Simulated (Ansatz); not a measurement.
Mulliken charges of Cl$_{2}$GaHSe (`[Cl][Ga]([Cl])[SeH]`) from r2SCAN/def2-TZVPP in Ansatz (PBE0-D4/def2-TZVP geometry).

```csv
atom,x (Å),y (Å),z (Å),charge (e)
Cl1,1.565,-0.816,1.955,-0.239
Ga2,0.271,-0.385,0.326,0.547
Cl3,-0.593,-2.025,-0.717,-0.240
Se4,-0.155,1.797,-0.258,-0.151
H5,-1.037,1.355,-1.347,0.083
```

Q: By hand: the dipole of these point charges (1 e Å = 4.8032 D).

A: Σ q r = (-0.146, 0.312, -0.190) e Å, of length 0.393 e Å = 1.89 D.

Q: How does the dipole of the full density compare? (Estimate.)

A: Computed: (-0.134, 0.258, -0.173) e Å, 1.62 D; the point charges give 1.17 times that, at 3° from its direction.

Point charges leave out the atoms' own dipoles, such as those of lone pairs, and Mulliken's split depends on the basis, so the two needn't agree.
